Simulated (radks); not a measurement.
Spherical quantum dot in the effective-mass picture: electrons in a parabolic well V = omega^2 r^2 / 2 with omega = 0.0786, with a point charge +1 (a donor) at the centre, all in effective atomic units (hartree* = m*/eps^2 hartree, bohr* = eps/m* bohr), one dielectric constant everywhere. Calculated with a radial shooting solver with Libxc functionals: non-relativistic Kohn-Sham, LDA (Slater exchange, Perdew-Wang correlation), spin-polarised, spherical densities. Levels are named by radial order and angular momentum (1s, 1p, 1d, 2s, ...), and open shells are averaged over m. Results are scaled to m* = 0.09 and eps = 16.6, for which hartree* = 8.887 meV and bohr* = 9.76 nm.

N = 37, configuration 1s2 1p6 1d10 2s2 1f14 2p(up 2, down 0) 3s(up 1, down 0). This is the lowest configuration that the search found (a dilute case). Occupied levels:

level    occupation  eigenvalue (meV)  <r> (nm)
1s up             1            25.364     31.95
1s down           1            25.470     35.69
2s up             1            25.644     117.1
2s down           1            25.674     118.4
1p up             3            25.681     123.7
1p down           3            25.707     128.2
1d up             5            25.807     134.0
1d down           5            25.824     135.9
1f up             7            25.961     141.4
1f down           7            25.973     142.1
3s up             1            26.063     108.5
2p up             2            26.089     109.9

Energy (meV): total 550.176, kinetic 17.064, external 153.16, Hartree 417.24, exchange-correlation -37.292.

Electron density:

r (nm)  n(r) (e/nm^3)
12.1       0.00003804
25.5        5.457e-06
38.9        1.554e-06
52.3        1.128e-06
65.8        1.243e-06
79.2        1.381e-06
92.6        1.515e-06
106         1.701e-06
119         1.903e-06
133         1.975e-06
146         1.746e-06
160         1.206e-06
173         6.061e-07
187         2.124e-07
200         5.012e-08
213         8.106e-09
227         8.845e-10
240         6.577e-11
254         3.473e-12
